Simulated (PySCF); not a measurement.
## Correlation energy of Tl (thallium, neutral)

[Xe] 4f14 5d10 6s1 6p2, high-spin 4P determinant (an excited configuration). Calculation: PySCF 2.14, in aug-cc-pVTZ-PP with ECP60MDF (6s5p4d2f, 55 functions); a scalar-relativistic core potential. Frozen: 5s2 5p6 5d10; 3 electrons correlated.

| level | correlation energy (mhartree) |
| --- | --- |
| CCSD | -9.55 |
| (T) | -0.07 |
| CCSD(T) | -9.62 |

Diagnostics: T1 = 0.0043, D1 = 0.0062, largest double amplitude 0.040.

Spin-orbit coupling is strong in this species (close to jj coupling), so the high-spin LS determinant is a model state, not a physical level.

Cost of the coupled-cluster step: roughly 0.4 core-seconds, for 3 correlated electrons.

Iterations:

```
CC2 = 0
CCSD nocc = (np.int64(3), np.int64(0)), nmo = (46, 46)
frozen orbitals [[0, 1, 2, 3, 4, 5, 6, 7, 8], [0, 1, 2, 3, 4, 5, 6, 7, 8]]
max_cycle = 100
direct = 0
conv_tol = 1e-08
conv_tol_normt = 1e-06
diis_space = 8
diis_start_cycle = 0
Init t2, MP2 energy = -0.00658608445704076
Init E_corr(UCCSD) = -0.00658608445778097
cycle = 1  E_corr(UCCSD) = -0.00853361619444363  dE = -0.00194753174  norm(t1,t2) = 0.0238617
cycle = 2  E_corr(UCCSD) = -0.00917488964327665  dE = -0.000641273449  norm(t1,t2) = 0.00929826
cycle = 3  E_corr(UCCSD) = -0.00956076135497002  dE = -0.000385871712  norm(t1,t2) = 0.00391686
cycle = 4  E_corr(UCCSD) = -0.00955096045076966  dE = 9.8009042e-06  norm(t1,t2) = 0.000465452
cycle = 5  E_corr(UCCSD) = -0.00955169381012451  dE = -7.33359355e-07  norm(t1,t2) = 5.33769e-05
cycle = 6  E_corr(UCCSD) = -0.00955146382242047  dE = 2.29987704e-07  norm(t1,t2) = 9.26593e-06
cycle = 7  E_corr(UCCSD) = -0.00955154901650188  dE = -8.51940814e-08  norm(t1,t2) = 1.23234e-06
cycle = 8  E_corr(UCCSD) = -0.0095515207003493  dE = 2.83161526e-08  norm(t1,t2) = 2.69682e-07
cycle = 9  E_corr(UCCSD) = -0.00955152546517064  dE = -4.76482134e-09  norm(t1,t2) = 8.27039e-08
UCCSD converged
E(UCCSD) = -171.3663992254624  E_corr = -0.009551525465170642
UCCSD(T) correction = -7.0601358843685e-05
```

Spin-orbit coupling is strong in this species, so the high-spin LS determinant is a model state.
